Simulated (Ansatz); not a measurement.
Z-matrix (Å, degrees):
```
C
C 1 1.525
H 1 1.093 2 111.2
H 1 1.093 2 111.4 3 120.1
H 1 1.092 2 111.2 3 -120.1
Si 2 1.871 1 114.1 3 -179.8
H 2 1.095 1 110.7 3 58.0
H 2 1.097 1 110.7 3 -59.4
Cl 6 2.074 2 109.0 1 -58.7
Si 6 2.340 2 113.0 1 -177.8
H 6 1.489 2 110.0 1 57.4
H 10 1.490 6 110.1 2 -60.6
H 10 1.486 6 110.4 2 179.0
H 10 1.488 6 109.5 2 58.8
```

The species carries charge 0 and has multiplicity 1.

Question: List the PBE0/def2-TZVPP orbital energies in eV (Ansatz). (Best estimate.)

Answer: The calculation gave: Occupied: -2767.17, -1803.30, -1802.50, -278.30, -278.17, -259.02, -197.29, -197.17, -197.16, -145.56, -144.89, -100.27, -100.19, -100.17, -99.54, -99.53, -99.53, -22.94, -21.52, -17.75, -15.55, -13.96, -12.84, -11.96, -11.02, -10.80, -10.02, -9.99, -9.91, -9.70, -9.51, -8.52, -7.88. Lowest empty: -0.19, 0.14, 0.66, 1.21, 1.34, 1.58, 1.97, 2.28.
